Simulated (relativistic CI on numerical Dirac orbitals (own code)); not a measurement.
## Hyperfine structure of Hg60+, mass number 201

Computed by Dirac-Coulomb-Breit CI, separate exchange-only KLI orbitals for each configuration, model QED (radiative potential, 1s self-energy scaled to tabulated hydrogen-like ionisation energies), unscaled Slater integrals (own radial code, finite nucleus).

Configuration list (outside the closed core [Ne]): 3s²3p⁶3d², 3s²3p⁵3d³, 3s3p⁶3d³, 3s²3p⁶3d4s, 3s²3p⁶3d4p, 3s²3p⁶3d4d, 3s²3p⁵3d²4s, 3s²3p⁶3d4f, 3s²3p⁵3d²4p, 3s²3p⁵3d²4d, 3p⁶3d⁴, 3p⁵3d⁵, 3p⁵3d⁴4s, 3p⁶3d³4s, 3p⁵3d³4s². Double excitations out of closed p, d and f shells are left out; levels of such configurations are missing from the list, as are those of other unlisted configurations, and high levels can miss mixing partners. These lack a partner that the ground configuration has and come out too high: 3s²3p⁵3d²4p, 3s²3p⁵3d²4d.

Nuclear spin I = 3/2, μ = -0.558 μN, Q = 0.387 b (tables of Stone and Pyykkö). The electronic factors are computed for point nuclear moments, without core polarisation or the Bohr-Weisskopf and QED corrections.

```
        Level   E (eV)  A (MHz)  B (MHz)
3s²3p⁶3d² ³F2    0.000   -54190     1940
3s²3p⁶3d² ³F3  105.329   -30550    15300
3s²3p⁶3d² ¹G4  120.923   -32910    78200
3s²3p⁶3d² ³P1  122.904     3516    16500
3s²3p⁶3d² ³F4  219.769   -21300    41500
```

Levels with J = 0, under 50 % of one LS term, or S terms without an open s electron are left out. Small factors come from cancelling terms and can be off by tens of per cent or more.

At this charge energies of transitions that change n are usually good to better than 1 %, and those within a shell (Δn = 0) to a few per cent.

(1) Give the hyperfine levels of 3s²3p⁶3d² ³F2 relative to its centre of gravity.

Results:

(1) With K = F(F + 1) − I(I + 1) − J(J + 1), E = AK/2 + B[¾K(K + 1) − I(I + 1)J(J + 1)]/[2I(2I − 1)J(2J − 1)]: F = 1/2: 245600, F = 3/2: 162600, F = 5/2: 25880, F = 7/2: -162100 MHz.

LS names give the leading component of a level, which can be under half, so a name can repeat, a term be missing and a line seem to break the LS rules.
